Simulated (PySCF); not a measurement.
**Polarisability and C₆ of W (tungsten, neutral)**

[Xe] 4f14 5d4 6s2, high-spin 5D determinant. All numbers are calculated (PySCF 2.14, scalar relativity through the core potential, in aug-cc-pwCVTZ-PP with ECP60MDF (8s8p7d4f3g, 122 functions)). Coupled (time-dependent) response in atomic units; α is the mean over directions.

```tsv
method	mean α (bohr³)	α xx, yy, zz	C₆ (like pair)	S(−4)
CAM-B3LYP	72.12	73.05, 73.05, 70.25	887.6	1919
```

S(−4) is the Cauchy moment in α(ω) = α(0) + S(−4) ω² + …

Reference α: 68 ± 15 bohr³ (recommended; Schwerdtfeger and Nagle, table of static dipole polarizabilities (2023 update)). Published C₆: 757.0 (Gould and Bucko (2016)).

Spin-orbit coupling is absent.

α(iu) at CAM-B3LYP:

| u (hartree) | α(iu) (bohr³) |
| --- | --- |
| 0 | 72.12 |
| 0.0500 | 67.70 |
| 0.100 | 57.74 |
| 0.200 | 38.36 |
| 0.300 | 26.35 |
| 0.500 | 14.94 |
| 0.750 | 9.120 |
| 1.00 | 6.318 |
| 1.50 | 3.660 |
| 2.00 | 2.415 |
| 3.00 | 1.278 |
| 5.00 | 0.5280 |

A single London oscillator, α(iu) = α/(1 + u²/ω²), gives C₆ = (3/4) ω α². Matching the computed C₆ needs ω = 4 × 887.6 / (3 × 72.12²) = 0.228 hartree.

The components differ because the open shell of this determinant is not spherical; for a pure term their mean is the scalar polarisability.

Energies and moments cover only the electrons outside the core potential. Spin-orbit coupling, absent here, splits the open shell strongly.
